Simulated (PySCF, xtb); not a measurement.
6H-1,3-oxazine (C4H5NO), SMILES C1=CN=COC1.

GFN2-xTB (xtb) at its own geometry gives an orbital gap of 3.36 eV and a dipole moment of 2.09 D.

Geometry: B3LYP-D3(BJ)/def2-SVP. The geometry has at least one imaginary mode, so it is a saddle point at that level. One conformer was computed; it need not be the lowest.

Task: What does PBE/def2-TZVP run with PySCF give? (Estimate from the structure and the level; the computed values follow.)

Result: gap 3.45 eV (levels -5.37 and -1.92 eV), dipole 2.11 D.
